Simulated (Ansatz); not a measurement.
`OB(O)Cl` + H₂S → `OB(S)Cl` + H₂O  (ligand exchange at a B–O bond)

Gas-phase electronic energies from Ansatz, PBE0-D4/def2-TZVP geometries. CCSD(T)/CBS adds triple-zeta CCSD(T) − MP2 to the extrapolated MP2 energy (def2 sets, frozen cores). This one scheme is used for every species. Functionals use def2-TZVPP. One conformer a species, not always the lowest.

```json
{"species": "`OB(O)Cl`", "BHLYP energy (Eh)": "-636.86806"}
{"species": "H₂S", "BHLYP energy (Eh)": "-399.40089"}
{"species": "`OB(S)Cl`", "BHLYP energy (Eh)": "-959.81738"}
{"species": "H₂O", "BHLYP energy (Eh)": "-76.42312"}
```

Question: Work out ΔE.

Answer: ΔE = (-959.81738) + (-76.42312) − (-636.86806) − (-399.40089) = 0.02845 Eh = +74.7 kJ/mol. CCSD(T)/CBS gives +59.1 kJ/mol.

Largest T1 diagnostic among the species: 0.012.

At CCSD(T), def2-SVP lies +20.1 kJ/mol from the extrapolated value and def2-TZVPP +4.8 kJ/mol. Leaving LDA and LC-ωPBE aside and taking each functional with its dispersion term where it has one, the values, not all of them listed here, spread over 20.5 kJ/mol, from revPBE-D4 to CAM-B3LYP-D4. LDA lies +5.0 kJ/mol from PBE without D4. From PBE to PBE0 (25 % exact exchange), in def2-TZVPP and without D4, ΔE moves by +3.8 kJ/mol.
